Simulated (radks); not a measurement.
The numbers below are computed, except where a source is named.
Q: The mean radii <r> (bohr) of the occupied orbitals of an atom or ion are listed with their occupations. Level of theory: scalar-relativistic Kohn-Sham, PBE, spin-unpolarised, spherical densities, point nucleus (a radial shooting solver on a logarithmic mesh with Libxc functionals).

orbital  occ.      <r>
1s          2  0.03517
2s          2   0.1537
2p          6   0.1340
3s          2   0.4289
3p          6   0.4306
3d         10   0.4152
4s          2    1.104
4p          6    1.227
4d          4    1.726

Name the element and its charge.

A: Z = 42, molybdenum, charge +2: Mo2+ in [Kr] 4d4. The 1s radius gives Z: for a bare nucleus <r> = (2 gamma + 1)/(2Z) with gamma = sqrt(1 - (Z/c)^2), 0.03457 bohr for Z = 42, and screening makes it slightly larger (0.03517 here). The occupations add up to 40, and the charge is Z minus that.
